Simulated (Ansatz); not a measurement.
Species: sum formula SiNHF₃, charge -1, multiplicity 1. It need not be the lowest isomer of its formula. Whether it binds its extra electron was not tested at this geometry. 
Coordinates optimised at B3LYP-D3(BJ)/def2-TZVP (Ansatz, a first-principles code):
SMILES: [NH-][Si](F)(F)F
```xyz
6

Si     0.1440     0.0247     0.0162
F     -0.3333    -1.0605    -1.1123
F     -0.6677    -0.5153     1.3127
F     -0.8100     1.2747    -0.4381
N      1.7106     0.2534     0.3318
H      2.3101     0.5899    -0.4099
```
Charge -1, spin multiplicity 1.

Basis-set convergence of Hartree-Fock and CCSD(T) correlation energies (hartree) with Ansatz. Correlated levels leave the core frozen unless marked. Spin-orbit coupling is left out. Non-relativistic.

```csv
basis,functions,E(HF),"E(corr, CCSD(T))",rough core time
aug-cc-pV(D+d)Z,133,-642.57867,-0.93829,30 s
aug-cc-pV(T+d)Z,262,(withheld),(withheld),4 min
```

Question: Fill in the missing entries.

Answer: 
- aug-cc-pV(T+d)Z, E(HF): -642.69768
- aug-cc-pV(T+d)Z, E(corr, CCSD(T)): -1.16213
